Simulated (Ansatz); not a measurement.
Ansatz (a quantum-chemistry and plane-wave program) job for C4H4N, SMILES c1[c][nH]cc1, multiplicity 2, PBE-D3(BJ)/def2-SVP. 

Ansatz 0.2 input:
```yaml
crystal:
  periodic: [false, false, false]
  atoms:
    - {symbol: C, position_ang: [1.20357490, -0.05395917, 0.00000000]}
    - {symbol: C, position_ang: [0.42379913, -1.18276094, 0.00000000]}
    - {symbol: C, position_ang: [-0.92732826, -0.69078708, 0.00000000]}
    - {symbol: C, position_ang: [-0.88814440, 0.68962183, 0.00000000]}
    - {symbol: N, position_ang: [0.44355714, 1.07119016, 0.00000000]}
    - {symbol: H, position_ang: [0.74952747, -2.21974300, 0.00000000]}
    - {symbol: H, position_ang: [-1.82853531, -1.30229544, 0.00000000]}
    - {symbol: H, position_ang: [-1.68580048, 1.42910540, 0.00000000]}
    - {symbol: H, position_ang: [0.78850012, 2.02191409, 0.00000000]}
basis:
  gaussian:
    orbitals: def2-SVP
hamiltonian:
  xc: pbe
  dispersion: d3bj
magnetization: {spin_polarized: true, initial_magnetization: 1}
relax: {f_tol: 0.002, max_steps: 200}
```

Program output:

```
WARN ansatz: RAYON_NUM_THREADS=1 ignored (pool sized by the plan → 1); use --threads N
Functional definition: PBE
integrals: 0.03 GiB planned
1036 factors; their error is unknown
mean field: 0.28 GiB planned
mean field evaluation 1: about -5679.9794 eV, gradient 4.1e1 eV
mean field evaluation 2: about -5657.0367 eV, gradient 7.4e1 eV
mean field evaluation 4: about -5688.8558 eV, gradient 4.6e0 eV
mean field evaluation 8: about -5688.9511 eV, gradient 2.0e-1 eV
mean field evaluation 16: about -5688.8888 eV, gradient 1.8e-3 eV
mean field evaluation 32: about -5687.8030 eV, gradient 1.5e0 eV
mean field -5688.88876363 eV, -209.0628059960 hartree, gradient 7.3e-6 eV, S^2 0.757422; 4 other end points of the search recorded, 0 dependent functions left out
the calculation of the forces begins
reference -5688.88879054 eV, -209.0628069851 hartree; 18, 17 occupied and 72, 73 virtual orbitals, 1036 factors
relax step   1: F+E_penalty+E_count = -5689.07732945 eV  Δ(F+E_penalty+E_count) = +0.000e0 eV  max|allowed force component| = 3.135e-1 eV/Å  Δτ_max = 0.0000 Å  (104 SCF iters, accepted)
these checks for a lower state are left out or cut short: starts, cluster_reference, orbital_swaps, neighbouring_geometries, increment
integrals: 0.03 GiB planned
1036 factors; their error is unknown
mean field: 0.28 GiB planned
mean field -5688.89682009 eV, -209.0631020657 hartree, gradient 1.8e-5 eV, S^2 0.757542; 0 other end points of the search recorded, 0 dependent functions left out
the calculation of the forces begins
reference -5688.89684714 eV, -209.0631030598 hartree; 18, 17 occupied and 72, 73 virtual orbitals, 1036 factors
relax step   2: F+E_penalty+E_count = -5689.08528831 eV  Δ(F+E_penalty+E_count) = -7.959e-3 eV  max|allowed force component| = 1.162e-1 eV/Å  Δτ_max = 0.0102 Å  (37 SCF iters, accepted)
these checks for a lower state are left out or cut short: starts, cluster_reference, orbital_swaps, neighbouring_geometries, increment
integrals: 0.03 GiB planned
1036 factors; their error is unknown
mean field: 0.28 GiB planned
mean field -5688.89751074 eV, -209.0631274464 hartree, gradient 2.0e-5 eV, S^2 0.757603; 0 other end points of the search recorded, 0 dependent functions left out
the calculation of the forces begins
reference -5688.89753784 eV, -209.0631284424 hartree; 18, 17 occupied and 72, 73 virtual orbitals, 1036 factors
relax step   3: F+E_penalty+E_count = -5689.08596474 eV  Δ(F+E_penalty+E_count) = -6.764e-4 eV  max|allowed force component| = 1.920e-2 eV/Å  Δτ_max = 0.0037 Å  (31 SCF iters, accepted)
these checks for a lower state are left out or cut short: starts, cluster_reference, orbital_swaps, neighbouring_geometries, increment
integrals: 0.03 GiB planned
1036 factors; their error is unknown
mean field: 0.28 GiB planned
mean field -5688.89751430 eV, -209.0631275772 hartree, gradient 4.3e-5 eV, S^2 0.757610; 0 other end points of the search recorded, 0 dependent functions left out
the calculation of the forces begins
reference -5688.89754140 eV, -209.0631285733 hartree; 18, 17 occupied and 72, 73 virtual orbitals, 1036 factors
relax step   4: F+E_penalty+E_count = -5689.08597309 eV  Δ(F+E_penalty+E_count) = -8.347e-6 eV  max|allowed force component| = 7.181e-3 eV/Å  Δτ_max = 0.0002 Å  (27 SCF iters, accepted)
these checks for a lower state are left out or cut short: starts, cluster_reference, orbital_swaps, neighbouring_geometries, increment
integrals: 0.03 GiB planned
1036 factors; their error is unknown
mean field: 0.28 GiB planned
mean field evaluation 64: about -5688.8975 eV, gradient 2.0e-5 eV
mean field -5688.89751331 eV, -209.0631275408 hartree, gradient 2.9e-5 eV, S^2 0.757612; 0 other end points of the search recorded, 0 dependent functions left out
the calculation of the forces begins
reference -5688.89754041 eV, -209.0631285370 hartree; 18, 17 occupied and 72, 73 virtual orbitals, 1036 factors
relax step   5: F+E_penalty+E_count = -5689.08597465 eV  Δ(F+E_penalty+E_count) = -1.561e-6 eV  max|allowed force component| = 5.028e-4 eV/Å  Δτ_max = 0.0002 Å  (26 SCF iters, accepted)
integrals: 0.03 GiB planned
1036 factors; their error is unknown
mean field: 0.28 GiB planned
mean field evaluation 96: about -5687.7099 eV, gradient 1.1e-5 eV
mean field -5688.89751331 eV, -209.0631275408 hartree, gradient 2.9e-5 eV, S^2 0.757612; 5 other end points of the search recorded, 0 dependent functions left out
the calculation of the forces begins
reference -5688.89754041 eV, -209.0631285370 hartree; 18, 17 occupied and 72, 73 virtual orbitals, 1036 factors
Total energy: -5689.08600175 eV, -209.0700543635 hartree
Atom 0 at     1.208405    -0.052673     0.000000 Å, force     0.000012    -0.000194     0.000000 eV/Å
Atom 1 at     0.425165    -1.188193     0.000000 Å, force    -0.000450     0.000129    -0.000000 eV/Å
Atom 2 at    -0.927708    -0.694802    -0.000000 Å, force     0.000200    -0.000189     0.000000 eV/Å
Atom 3 at    -0.890381     0.694558     0.000000 Å, force    -0.000384    -0.000503     0.000000 eV/Å
Atom 4 at     0.445126     1.074979    -0.000000 Å, force     0.000297     0.000471    -0.000000 eV/Å
Atom 5 at     0.753077    -2.232511     0.000000 Å, force     0.000051     0.000148     0.000000 eV/Å
Atom 6 at    -1.834651    -1.311832    -0.000000 Å, force     0.000032     0.000025    -0.000000 eV/Å
Atom 7 at    -1.692888     1.440304     0.000000 Å, force    -0.000051    -0.000002    -0.000000 eV/Å
Atom 8 at     0.793005     2.032455    -0.000000 Å, force     0.000294     0.000115     0.000000 eV/Å
Dipole moment:    -0.033319     0.388590    -0.000000 e Å
```

Self-consistency was reached.

Cost: around 24 core-seconds (rough).
